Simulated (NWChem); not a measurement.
Species: SiNH₃OClF; SMILES N[Si](O)(F)Cl

```xyz
8

N     -0.9996    -1.1859     1.0049
Si     0.0382    -0.3157    -0.0236
O      1.6140    -0.6061     0.3191
F     -0.3540    -0.7790    -1.5183
Cl    -0.1407     1.7243     0.0128
H     -0.9409    -1.0630     2.0095
H     -1.9551    -1.3571     0.7109
H      1.8417    -1.5340     0.4384
```
Atoms are numbered in this order, from 1.

Computed with NWChem. Pople sets run with spherical d functions. Geometry: optimised at PBE0/def2-SVP. Level: M06-2X/6-31G* with SMD (1 M gas to 1 M solution), gas-phase geometry. Reactions with the solvent are ignored.

```json
[
 {"solvent": "water", "dielectric constant": "78.4", "solvation free energy (kcal/mol)": "-8.6", "cavity-dispersion-structure term (kcal/mol)": "…", "dipole in solution (D)": "4.43"},
 {"solvent": "1,4-dioxane", "dielectric constant": "2.21", "solvation free energy (kcal/mol)": "-4.7", "cavity-dispersion-structure term (kcal/mol)": "-0.1", "dipole in solution (D)": "3.98"},
 {"solvent": "N,N-dimethylformamide", "dielectric constant": "37.2", "solvation free energy (kcal/mol)": "-8.6", "cavity-dispersion-structure term (kcal/mol)": "-0.1", "dipole in solution (D)": "4.30"},
 {"solvent": "benzene", "dielectric constant": "2.27", "solvation free energy (kcal/mol)": "-5.5", "cavity-dispersion-structure term (kcal/mol)": "-0.8", "dipole in solution (D)": "3.98"},
 {"solvent": "chlorobenzene", "dielectric constant": "5.70", "solvation free energy (kcal/mol)": "-7.4", "cavity-dispersion-structure term (kcal/mol)": "-0.3", "dipole in solution (D)": "4.18"},
 {"solvent": "toluene", "dielectric constant": "2.37", "solvation free energy (kcal/mol)": "-5.5", "cavity-dispersion-structure term (kcal/mol)": "-0.7", "dipole in solution (D)": "4.00"},
 {"solvent": "ethylene glycol", "dielectric constant": "40.2", "solvation free energy (kcal/mol)": "-9.0", "cavity-dispersion-structure term (kcal/mol)": "2.6", "dipole in solution (D)": "4.42"}
]
```

Some entries are withheld; supply them.


- water, cavity-dispersion-structure term (kcal/mol): 3.2
